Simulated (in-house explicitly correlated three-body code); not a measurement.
Computed with an exponentially correlated three-body code. Model: two electrons around a point charge, non-relativistic, variational in 260 exponentially correlated functions (energies converged to about 1e-7 hartree, or 1e-8 relative for large Z).

Command:
```bash
python run_hyl.py task.json out
```
Settings (lengths in bohr, energies in hartree):
```
Z                      20
screening              1
interaction_strength   1
functions              260
states_tried           13
```

Cost of the run: 36 s on 1 thread of Intel(R) Xeon(R) 6975P-C (Granite Rapids) (shared host).

**Those bound S and P states to n = 4 that converged, binding against the one-electron ion.**

Given: nuclear charge 20; Yukawa screening of all interactions 1 1/bohr.

Computed: one-electron threshold -180.726571 hartree.

| term | energy (hartree) | binding (eV) |
| --- | --- | --- |
| 1 1S | -350.083651 | 4608.4 |
| 2 3S | -210.650026 | 814.26 |
| 2 1S | -209.87752 | 793.24 |
| 2 3P | -209.542836 | 784.13 |
| 2 1P | -208.978208 | 768.77 |
| 3 3S | -187.506604 | 184.49 |
| 3 1S | ? | ? |
| 3 3P | -187.03665 | 171.71 |
| 3 1P | ? | ? |
| 4 3S | -181.692007 | 26.271 |
| 4 1S | -181.65311 | 25.212 |
| 4 3P | -181.470614 | 20.246 |
| 4 1P | -181.44321 | 19.501 |

Problem. What belongs in the row 3 1S?

Solution. energy (hartree): -187.337612; binding (eV): 179.9.

Problem. What belongs in the row 3 1P?

Solution. energy (hartree): -186.911315; binding (eV): 168.3.

**Converged states only, values per electron or pair (inverse distances are <exp(-kr)/r>).**

```json
{"term": "1 1S", "mean r (bohr)": "0.076619", "mean r squared (bohr²)": "0.0078509", "mean inverse r (1/bohr)": "18.689", "mean r12 (bohr)": "0.11228", "mean inverse r12 (1/bohr)": "11.213", "mean cosine": "-0.0066339", "mean p1 dot p2 (bohr⁻²)": "2.5309", "delta r1 (bohr⁻³)": "2453.8", "delta r12 (bohr⁻³)": "287.01"}
{"term": "2 3S", "mean r (bohr)": "0.19563", "mean r squared (bohr²)": "0.062149", "mean inverse r (1/bohr)": "11.415", "mean r12 (bohr)": "0.32863", "mean inverse r12 (1/bohr)": "2.7382", "mean cosine": "-0.0021957", "mean p1 dot p2 (bohr⁻²)": "0.18484", "delta r1 (bohr⁻³)": "1407.1", "delta r12 (bohr⁻³)": "-"}
{"term": "2 1S", "mean r (bohr)": "0.19822", "mean r squared (bohr²)": "0.064125", "mean inverse r (1/bohr)": "11.392", "mean r12 (bohr)": "0.32982", "mean inverse r12 (1/bohr)": "3.4452", "mean cosine": "-0.0035996", "mean p1 dot p2 (bohr⁻²)": "0.21583", "delta r1 (bohr⁻³)": "1403", "delta r12 (bohr⁻³)": "51.004"}
{"term": "2 3P", "mean r (bohr)": "0.17146", "mean r squared (bohr²)": "0.046991", "mean inverse r (1/bohr)": "11.393", "mean r12 (bohr)": "0.28569", "mean inverse r12 (1/bohr)": "3.4049", "mean cosine": "-0.072327", "mean p1 dot p2 (bohr⁻²)": "-26.994", "delta r1 (bohr⁻³)": "1264", "delta r12 (bohr⁻³)": "-"}
{"term": "2 1P", "mean r (bohr)": "0.17353", "mean r squared (bohr²)": "0.048322", "mean inverse r (1/bohr)": "11.375", "mean r12 (bohr)": "0.2778", "mean inverse r12 (1/bohr)": "3.8909", "mean cosine": "0.062215", "mean p1 dot p2 (bohr⁻²)": "26.521", "delta r1 (bohr⁻³)": "1269.9", "delta r12 (bohr⁻³)": "15.308"}
{"term": "3 3S", "mean r (bohr)": "0.42578", "mean r squared (bohr²)": "0.347", "mean inverse r (1/bohr)": "10.091", "mean r12 (bohr)": "0.78122", "mean inverse r12 (1/bohr)": "0.93073", "mean cosine": "-0.0006111", "mean p1 dot p2 (bohr⁻²)": "0.044909", "delta r1 (bohr⁻³)": "1302", "delta r12 (bohr⁻³)": "-"}
{"term": "3 1S", "mean r (bohr)": "0.43055", "mean r squared (bohr²)": "0.35559", "mean inverse r (1/bohr)": "10.084", "mean r12 (bohr)": "0.78997", "mean inverse r12 (1/bohr)": "1.0831", "mean cosine": "-0.00093897", "mean p1 dot p2 (bohr⁻²)": "0.056086", "delta r1 (bohr⁻³)": "1301.2", "delta r12 (bohr⁻³)": "12.116"}
{"term": "3 3P", "mean r (bohr)": "?", "mean r squared (bohr²)": "?", "mean inverse r (1/bohr)": "?", "mean r12 (bohr)": "?", "mean inverse r12 (1/bohr)": "?", "mean cosine": "?", "mean p1 dot p2 (bohr⁻²)": "?", "delta r1 (bohr⁻³)": "?", "delta r12 (bohr⁻³)": "-"}
{"term": "3 1P", "mean r (bohr)": "0.40882", "mean r squared (bohr²)": "0.32232", "mean inverse r (1/bohr)": "10.075", "mean r12 (bohr)": "0.74613", "mean inverse r12 (1/bohr)": "1.1792", "mean cosine": "0.012022", "mean p1 dot p2 (bohr⁻²)": "5.2175", "delta r1 (bohr⁻³)": "1268.9", "delta r12 (bohr⁻³)": "3.9144"}
{"term": "4 3S", "mean r (bohr)": "?", "mean r squared (bohr²)": "?", "mean inverse r (1/bohr)": "?", "mean r12 (bohr)": "?", "mean inverse r12 (1/bohr)": "?", "mean cosine": "?", "mean p1 dot p2 (bohr⁻²)": "?", "delta r1 (bohr⁻³)": "?", "delta r12 (bohr⁻³)": "-"}
{"term": "4 1S", "mean r (bohr)": "0.91952", "mean r squared (bohr²)": "1.7628", "mean inverse r (1/bohr)": "9.6536", "mean r12 (bohr)": "1.7657", "mean inverse r12 (1/bohr)": "0.28627", "mean cosine": "-0.00022444", "mean p1 dot p2 (bohr⁻²)": "0.013373", "delta r1 (bohr⁻³)": "1276.4", "delta r12 (bohr⁻³)": "2.8316"}
{"term": "4 3P", "mean r (bohr)": "0.91389", "mean r squared (bohr²)": "1.7563", "mean inverse r (1/bohr)": "9.6462", "mean r12 (bohr)": "1.7548", "mean inverse r12 (1/bohr)": "0.2719", "mean cosine": "-0.0029838", "mean p1 dot p2 (bohr⁻²)": "-1.0916", "delta r1 (bohr⁻³)": "1268.5", "delta r12 (bohr⁻³)": "-"}
{"term": "4 1P", "mean r (bohr)": "0.92416", "mean r squared (bohr²)": "1.798", "mean inverse r (1/bohr)": "9.6438", "mean r12 (bohr)": "1.7749", "mean inverse r12 (1/bohr)": "0.29295", "mean cosine": "0.0025347", "mean p1 dot p2 (bohr⁻²)": "1.1054", "delta r1 (bohr⁻³)": "1268.8", "delta r12 (bohr⁻³)": "0.88079"}
```

Problem. What belongs in the row 3 3P?

Solution. mean r (bohr): 0.40505; mean r squared (bohr²): 0.3159; mean inverse r (1/bohr): 10.08; mean r12 (bohr): 0.74074; mean inverse r12 (1/bohr): 1.0717; mean cosine: -0.014013; mean p1 dot p2 (bohr⁻²): -5.1484; delta r1 (bohr⁻³): 1267.8.

Problem. What belongs in the row 4 3S?

Solution. mean r (bohr): 0.90748; mean r squared (bohr²): 1.7147; mean inverse r (1/bohr): 9.6566; mean r12 (bohr): 1.7418; mean inverse r12 (1/bohr): 0.25385; mean cosine: -0.00014916; mean p1 dot p2 (bohr⁻²): 0.010599; delta r1 (bohr⁻³): 1276.6.

**Electric-dipole lines between converged S and P states, rate of the upper state's decay.**

```
s state  p state  p minus s (eV)  oscillator strength from s  rate (1/s)
   1 1S     2 1P          3839.7                     0.74723  1.5934e+14
   1 1S     3 1P          4440.1                     0.12511  3.5676e+13
   1 1S     4 1P          4588.9                    0.025562  7.7859e+12
   2 1S     2 1P               ?                           ?           ?
   2 1S     3 1P          624.94                     0.33798  1.9092e+12
   2 1S     4 1P          773.74                    0.051437   4.454e+11
   3 1S     2 1P         -588.87                   -0.044299  6.6656e+11
   3 1S     3 1P            11.6                     0.16193  3.1517e+08
   3 1S     4 1P          160.39                     0.22797  8.4829e+10
   4 1S     2 1P         -743.55                  -0.0064835  1.5554e+11
   4 1S     3 1P         -143.08                   -0.087967  7.8146e+10
   4 1S     4 1P               ?                           ?           ?
   2 3S     2 3P          30.128                    0.057146  7.5028e+08
   2 3S     3 3P          642.55                     0.32977  1.9693e+12
   2 3S     4 3P          794.01                    0.050824  4.6346e+11
   3 3S     2 3P         -599.64                   -0.044999  7.0208e+11
   3 3S     3 3P          12.788                     0.17478  4.1342e+08
   3 3S     4 3P          164.25                     0.22337  8.7157e+10
   4 3S     2 3P         -757.86                  -0.0065743  1.6385e+11
   4 3S     3 3P         -145.44                   -0.090768  8.3307e+10
   4 3S     4 3P          6.0244                     0.44785   2.351e+08
```

Problem. What belongs in the row 2 1S 2 1P?

Solution. p minus s (eV): 24.472; oscillator strength from s: 0.047742; rate (1/s): 4.1353e+08.

Problem. What belongs in the row 4 1S 4 1P?

Solution. p minus s (eV): 5.7117; oscillator strength from s: 0.43549; rate (1/s): 2.0549e+08.

**Static dipole response.**

```tsv
state	polarisability (bohr³)
1 1S	6.1249e-05
2 1S	0.060013
2 3S	0.047533
```
